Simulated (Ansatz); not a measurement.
# Molecular dynamics of CH$_{7}$AlBNSi

Input file:

```yaml
crystal:
  periodic: [false, false, false]
  atoms:
    - { symbol: B, position_ang: [-2.508017, 1.287421, 0.930545] }
    - { symbol: C, position_ang: [-1.917796, 0.402624, -0.166717] }
    - { symbol: "N", position_ang: [-0.662566, 0.329524, -0.489439] }
    - { symbol: Al, position_ang: [0.976049, 0.138706, -1.023549] }
    - { symbol: Si, position_ang: [2.517348, -1.216953, 0.034395] }
    - { symbol: H, position_ang: [-3.637415, 1.065907, 1.25557] }
    - { symbol: H, position_ang: [-1.838195, 2.030049, 1.529787] }
    - { symbol: H, position_ang: [-2.727666, -0.168272, -0.739896] }
    - { symbol: H, position_ang: [1.257483, 1.010274, -2.155565] }
    - { symbol: H, position_ang: [2.83626, -0.819512, 1.439437] }
    - { symbol: H, position_ang: [3.83675, -1.084363, -0.633266] }
    - { symbol: H, position_ang: [2.131236, -2.640036, 0.064726] }
basis:
  gaussian: { orbitals: STO-3G }
hamiltonian:
  xc: r2scan
md:
  timestep: 0.25
  n_steps: 249
  ensemble: nve
  temperature: 700.0
  initial_velocities: maxwell_boltzmann
  seed: 831813
scf:
  lower_state_search: "off"
```

Launched with:

```bash
$ ansatz run input.yaml --threads 1 --pin off --max-ram 2048MiB --backend cpu --events-out ev --progress --plain --runs-dir out
```

It goes on from the last frame of an earlier run, with new velocities.

Output, in part (one step line in 5, the closing report, with atoms numbered from 0):

```
md step     0: t =     0.00 fs  T =   700.0 K  F+E_penalty+E_count = -17575.91302801 eV  E_kin = 0.904820 eV  conserved = -17575.00820801 eV  (14 SCF iters)
md step     5: t =     1.25 fs  T =   632.8 K  F+E_penalty+E_count = -17575.82600564 eV  E_kin = 0.817977 eV  conserved = -17575.00802820 eV  (13 SCF iters)
md step    10: t =     2.50 fs  T =   552.5 K  F+E_penalty+E_count = -17575.72196417 eV  E_kin = 0.714122 eV  conserved = -17575.00784179 eV  (14 SCF iters)
md step    15: t =     3.75 fs  T =   510.6 K  F+E_penalty+E_count = -17575.66791955 eV  E_kin = 0.660037 eV  conserved = -17575.00788281 eV  (14 SCF iters)
md step    20: t =     5.00 fs  T =   496.9 K  F+E_penalty+E_count = -17575.65029477 eV  E_kin = 0.642232 eV  conserved = -17575.00806278 eV  (14 SCF iters)
md step    25: t =     6.25 fs  T =   465.5 K  F+E_penalty+E_count = -17575.60978250 eV  E_kin = 0.601739 eV  conserved = -17575.00804308 eV  (13 SCF iters)
md step    30: t =     7.50 fs  T =   425.2 K  F+E_penalty+E_count = -17575.55737211 eV  E_kin = 0.549579 eV  conserved = -17575.00779341 eV  (12 SCF iters)
md step    35: t =     8.75 fs  T =   441.6 K  F+E_penalty+E_count = -17575.57861241 eV  E_kin = 0.570839 eV  conserved = -17575.00777376 eV  (12 SCF iters)
md step    40: t =    10.00 fs  T =   515.6 K  F+E_penalty+E_count = -17575.67462470 eV  E_kin = 0.666470 eV  conserved = -17575.00815517 eV  (13 SCF iters)
md step    45: t =    11.25 fs  T =   547.8 K  F+E_penalty+E_count = -17575.71636734 eV  E_kin = 0.708073 eV  conserved = -17575.00829439 eV  (13 SCF iters)
md step    50: t =    12.50 fs  T =   497.1 K  F+E_penalty+E_count = -17575.65057983 eV  E_kin = 0.642586 eV  conserved = -17575.00799411 eV  (13 SCF iters)
md step    55: t =    13.75 fs  T =   440.6 K  F+E_penalty+E_count = -17575.57723785 eV  E_kin = 0.569533 eV  conserved = -17575.00770462 eV  (13 SCF iters)
md step    60: t =    15.00 fs  T =   455.3 K  F+E_penalty+E_count = -17575.59631436 eV  E_kin = 0.588504 eV  conserved = -17575.00781063 eV  (14 SCF iters)
md step    65: t =    16.25 fs  T =   514.2 K  F+E_penalty+E_count = -17575.67279568 eV  E_kin = 0.664676 eV  conserved = -17575.00811999 eV  (13 SCF iters)
md step    70: t =    17.50 fs  T =   535.5 K  F+E_penalty+E_count = -17575.70043459 eV  E_kin = 0.692241 eV  conserved = -17575.00819367 eV  (13 SCF iters)
md step    75: t =    18.75 fs  T =   500.8 K  F+E_penalty+E_count = -17575.65524462 eV  E_kin = 0.647293 eV  conserved = -17575.00795167 eV  (13 SCF iters)
md step    80: t =    20.00 fs  T =   473.2 K  F+E_penalty+E_count = -17575.61950988 eV  E_kin = 0.611670 eV  conserved = -17575.00784036 eV  (13 SCF iters)
md step    85: t =    21.25 fs  T =   482.6 K  F+E_penalty+E_count = -17575.63178154 eV  E_kin = 0.623748 eV  conserved = -17575.00803361 eV  (13 SCF iters)
md step    90: t =    22.50 fs  T =   484.2 K  F+E_penalty+E_count = -17575.63389173 eV  E_kin = 0.625830 eV  conserved = -17575.00806211 eV  (13 SCF iters)
md step    95: t =    23.75 fs  T =   468.8 K  F+E_penalty+E_count = -17575.61391736 eV  E_kin = 0.606021 eV  conserved = -17575.00789655 eV  (14 SCF iters)
md step   100: t =    25.00 fs  T =   477.7 K  F+E_penalty+E_count = -17575.62529550 eV  E_kin = 0.617436 eV  conserved = -17575.00785913 eV  (13 SCF iters)
md step   105: t =    26.25 fs  T =   522.4 K  F+E_penalty+E_count = -17575.68328983 eV  E_kin = 0.675317 eV  conserved = -17575.00797315 eV  (13 SCF iters)
md step   110: t =    27.50 fs  T =   575.5 K  F+E_penalty+E_count = -17575.75191835 eV  E_kin = 0.743883 eV  conserved = -17575.00803557 eV  (12 SCF iters)
md step   115: t =    28.75 fs  T =   616.1 K  F+E_penalty+E_count = -17575.80445828 eV  E_kin = 0.796376 eV  conserved = -17575.00808206 eV  (13 SCF iters)
md step   120: t =    30.00 fs  T =   632.4 K  F+E_penalty+E_count = -17575.82556630 eV  E_kin = 0.817493 eV  conserved = -17575.00807308 eV  (13 SCF iters)
md step   125: t =    31.25 fs  T =   622.9 K  F+E_penalty+E_count = -17575.81332204 eV  E_kin = 0.805196 eV  conserved = -17575.00812618 eV  (13 SCF iters)
md step   130: t =    32.50 fs  T =   573.6 K  F+E_penalty+E_count = -17575.74951092 eV  E_kin = 0.741371 eV  conserved = -17575.00813972 eV  (13 SCF iters)
md step   135: t =    33.75 fs  T =   487.0 K  F+E_penalty+E_count = -17575.63740740 eV  E_kin = 0.629508 eV  conserved = -17575.00789896 eV  (14 SCF iters)
md step   140: t =    35.00 fs  T =   426.0 K  F+E_penalty+E_count = -17575.55837936 eV  E_kin = 0.550616 eV  conserved = -17575.00776376 eV  (14 SCF iters)
md step   145: t =    36.25 fs  T =   425.6 K  F+E_penalty+E_count = -17575.55801642 eV  E_kin = 0.550077 eV  conserved = -17575.00793985 eV  (14 SCF iters)
md step   150: t =    37.50 fs  T =   443.9 K  F+E_penalty+E_count = -17575.58178085 eV  E_kin = 0.573728 eV  conserved = -17575.00805240 eV  (13 SCF iters)
md step   155: t =    38.75 fs  T =   449.9 K  F+E_penalty+E_count = -17575.58959223 eV  E_kin = 0.581590 eV  conserved = -17575.00800198 eV  (13 SCF iters)
md step   160: t =    40.00 fs  T =   457.7 K  F+E_penalty+E_count = -17575.59951190 eV  E_kin = 0.591607 eV  conserved = -17575.00790472 eV  (13 SCF iters)
md step   165: t =    41.25 fs  T =   498.5 K  F+E_penalty+E_count = -17575.65225200 eV  E_kin = 0.644416 eV  conserved = -17575.00783564 eV  (13 SCF iters)
md step   170: t =    42.50 fs  T =   581.9 K  F+E_penalty+E_count = -17575.76031145 eV  E_kin = 0.752202 eV  conserved = -17575.00810992 eV  (14 SCF iters)
md step   175: t =    43.75 fs  T =   635.4 K  F+E_penalty+E_count = -17575.82963158 eV  E_kin = 0.821342 eV  conserved = -17575.00828950 eV  (13 SCF iters)
md step   180: t =    45.00 fs  T =   609.3 K  F+E_penalty+E_count = -17575.79565293 eV  E_kin = 0.787552 eV  conserved = -17575.00810054 eV  (13 SCF iters)
md step   185: t =    46.25 fs  T =   546.4 K  F+E_penalty+E_count = -17575.71429363 eV  E_kin = 0.706338 eV  conserved = -17575.00795566 eV  (13 SCF iters)
md step   190: t =    47.50 fs  T =   488.0 K  F+E_penalty+E_count = -17575.63874047 eV  E_kin = 0.630766 eV  conserved = -17575.00797432 eV  (13 SCF iters)
md step   195: t =    48.75 fs  T =   437.8 K  F+E_penalty+E_count = -17575.57379227 eV  E_kin = 0.565862 eV  conserved = -17575.00793056 eV  (14 SCF iters)
md step   200: t =    50.00 fs  T =   404.2 K  F+E_penalty+E_count = -17575.53043715 eV  E_kin = 0.522465 eV  conserved = -17575.00797223 eV  (14 SCF iters)
md step   205: t =    51.25 fs  T =   382.1 K  F+E_penalty+E_count = -17575.50177304 eV  E_kin = 0.493869 eV  conserved = -17575.00790444 eV  (13 SCF iters)
md step   210: t =    52.50 fs  T =   390.3 K  F+E_penalty+E_count = -17575.51231561 eV  E_kin = 0.504503 eV  conserved = -17575.00781231 eV  (14 SCF iters)
md step   215: t =    53.75 fs  T =   446.8 K  F+E_penalty+E_count = -17575.58552593 eV  E_kin = 0.577535 eV  conserved = -17575.00799047 eV  (14 SCF iters)
md step   220: t =    55.00 fs  T =   509.2 K  F+E_penalty+E_count = -17575.66630015 eV  E_kin = 0.658245 eV  conserved = -17575.00805507 eV  (13 SCF iters)
md step   225: t =    56.25 fs  T =   556.9 K  F+E_penalty+E_count = -17575.72784830 eV  E_kin = 0.719848 eV  conserved = -17575.00800045 eV  (13 SCF iters)
md step   230: t =    57.50 fs  T =   598.7 K  F+E_penalty+E_count = -17575.78200183 eV  E_kin = 0.773931 eV  conserved = -17575.00807070 eV  (13 SCF iters)
md step   235: t =    58.75 fs  T =   621.5 K  F+E_penalty+E_count = -17575.81142070 eV  E_kin = 0.803348 eV  conserved = -17575.00807238 eV  (13 SCF iters)
md step   240: t =    60.00 fs  T =   623.6 K  F+E_penalty+E_count = -17575.81414085 eV  E_kin = 0.806064 eV  conserved = -17575.00807707 eV  (12 SCF iters)
md step   245: t =    61.25 fs  T =   601.4 K  F+E_penalty+E_count = -17575.78549432 eV  E_kin = 0.777352 eV  conserved = -17575.00814184 eV  (13 SCF iters)
md step   249: t =    62.25 fs  T =   558.8 K  F+E_penalty+E_count = -17575.73024703 eV  E_kin = 0.722262 eV  conserved = -17575.00798518 eV  (13 SCF iters)
Total energy: -17575.73025525 eV, -645.8961736227 hartree
Atom 0 at    -1.933219     1.207388     0.983892 Å, force    -2.494901     0.447327     0.142232 eV/Å
Atom 1 at    -1.855679     0.126682    -0.109832 Å, force    -0.703606    -0.376628    -0.409819 eV/Å
Atom 2 at    -0.769661     0.043872    -0.805017 Å, force     2.804801     0.228704    -0.831697 eV/Å
Atom 3 at     1.015580     0.329138    -1.051146 Å, force    -1.856222     1.247184    -0.398760 eV/Å
Atom 4 at     2.267683    -1.123806     0.132492 Å, force     0.349714    -0.750081     0.718033 eV/Å
Atom 5 at    -2.886206     1.970337     1.147552 Å, force     1.255625    -0.858081    -0.540003 eV/Å
Atom 6 at    -1.089752     1.245476     1.737646 Å, force     1.314698     0.386511     0.810565 eV/Å
Atom 7 at    -2.709297    -0.513256    -0.465282 Å, force    -0.261415     0.355967     0.294094 eV/Å
Atom 8 at     1.431415     1.544444    -1.942310 Å, force    -0.416802    -1.078484     0.587710 eV/Å
Atom 9 at     2.497901    -0.447942     1.432090 Å, force     0.297962    -0.495096    -0.672894 eV/Å
Atom 10 at     3.511627    -1.612919    -0.477838 Å, force    -0.239846     0.541017     0.348960 eV/Å
Atom 11 at     1.584572    -2.369053     0.469740 Å, force    -0.050009     0.351661    -0.048421 eV/Å
Dipole moment:     0.213528     0.044621    -0.202111 e Å
```

The run went to its last step. The conserved energy stayed within 0.043 meV per atom of its start (net change 0.019 meV per atom), so the integration is sound. A run of 0.062 ps of so small a system gives no equilibrium averages. Limits of this set-up: minimal basis.

The same pairs are bonded in the first frame and the last. Pairs count as bonded within 1.25 times the sum of covalent radii (0.12 Å more for H–H).

Last frame:

```xyz
12
Properties=species:S:1:pos:R:3
B -1.933 1.207 0.984
C -1.856 0.127 -0.110
N -0.770 0.044 -0.805
Al 1.016 0.329 -1.051
Si 2.268 -1.124 0.133
H -2.886 1.970 1.148
H -1.090 1.246 1.738
H -2.709 -0.513 -0.465
H 1.431 1.544 -1.942
H 2.498 -0.448 1.432
H 3.512 -1.613 -0.478
H 1.585 -2.369 0.470
```

Run time: 17 min on 1 thread of Arm Neoverse N1 (shared host), peak memory 0.094 GiB.
